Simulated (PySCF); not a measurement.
## Broadened absorption spectrum of InEt2Cl

Compound: InEt2Cl, C₄H₁₀ClIn.
SMILES: `C[CH2][In]([Cl])[CH2]C`

Level of theory: TDDFT CAM-B3LYP/def2-SVPD, vertical, gas phase, core orbitals frozen in the response, def2 core potentials past Kr (PySCF 2.14.0, density-fitted response routines). The structure is a single PBE0-D3(BJ)/def2-SVP conformer in the gas phase; no vibrational or solvent corrections. Spin–orbit coupling is left out.

Computed states:

```
state  E (eV)       f
   S1    4.69  0.0001
   S2    5.83  0.0087
   S3    5.91   0.330
   S4    5.93  0.0050
   S5    6.21  0.0087
   S6    6.44  0.0005
   S7    6.69   0.039
   S8    6.72   0.091
   S9    6.77  0.0099
  S10    7.49  0.0075
```

Broadening: Gaussians 0.25 eV wide at half height, area fixed by f = 4.319×10⁻⁹ ∫ε dν̃. The width is an assumption, not a result. The curve ends short of the highest state used, and states not computed would add to its high-energy end.

Problem. Give the broadened spectrum and its maxima.

Solution. 
```
λ (nm)  ε (L mol⁻¹ cm⁻¹)
 180.0              4008
 183.1             12866
 186.1             13307
 189.2              4943
 192.3               826
 195.3               485
 198.4              1117
 201.5              3557
 204.6             14083
 207.6             31148
 210.7             35780
 213.8             21489
 216.8              7485
 219.9              1493
 223.0               186
 226.1                15
 229.1                 1
 232.2                 0
 235.3                 0
 238.3                 0
 241.4                 0
 244.5                 0
 247.5                 0
 250.6                 1
 253.7                 3
 256.8                 7
 259.8                12
 262.9                16
 266.0                16
 269.0                12
 272.1                 8
 275.2                 4
 278.3                 1
 281.3                 0
 284.4                 0
 287.5                 0
```

Maxima: 265 nm (4.69 eV), ε about 16, made up of S1 (100%); 210 nm (5.91 eV), ε about 37000, made up of S3 (97%); 185 nm (6.71 eV), ε about 15000, made up of S7 (28%) and S8 (66%) (ε in L mol⁻¹ cm⁻¹; maxima over ε = 5, shares over 10%).

Problem. What would ε be at 5.91 eV, the highest of these maxima, with half the width (0.125 eV)?

Solution. About 72800 L mol⁻¹ cm⁻¹ against 36800, a factor of about 1.98; a lone state at its own centre would give exactly 2.

Problem. Coming from long wavelengths, where does ε first pass 100 L mol⁻¹ cm⁻¹?

Solution. At about 224 nm (5.54 eV), 0.85 eV above S1.

Problem. On this curve, what absorbance would a 10⁻⁵ mol/L sample give at 254 nm over a 1 cm path?

Solution. 254 nm is 4.881 eV, where ε is about 3.1 L mol⁻¹ cm⁻¹, so A = ε c l ≈ 3.1e-05 (Beer–Lambert, with the gas-phase spectrum and the assumed width).

All these states lie below the vertical ionisation energy of 9.11 eV (ΔSCF).
